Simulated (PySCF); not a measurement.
ethylene glycol (C2H6O2), SMILES OCCO. The structure is a stationary point at PBE-D3(BJ)/def2-SVP. The values are those of a single conformer.

Computed equilibrium geometry at PBE-D3(BJ)/def2-SVP (PySCF confirms it by a frequency run) as bond lengths and angles (one conformer of several):
Atoms: O1 C2 C3 O4 H5 H6 H7 H8 H9 H10. Bonded distances (Å): O1–C2 1.426, O1–H5 0.972, C2–C3 1.523, C2–H6 1.116, C2–H7 1.118, C3–O4 1.410, C3–H8 1.111, C3–H9 1.121, O4–H10 0.980. Angles (°): C2–O1–H5 108.3, O1–C2–C3 105.9, O1–C2–H6 111.3, O1–C2–H7 112.1, C3–C2–H6 108.9, C3–C2–H7 110.5, H6–C2–H7 108.1, C2–C3–O4 110.7, C2–C3–H8 109.9, C2–C3–H9 108.4, O4–C3–H8 108.4, O4–C3–H9 112.2, H8–C3–H9 107.2, C3–O4–H10 103.7.
Charge 0, spin multiplicity 1.
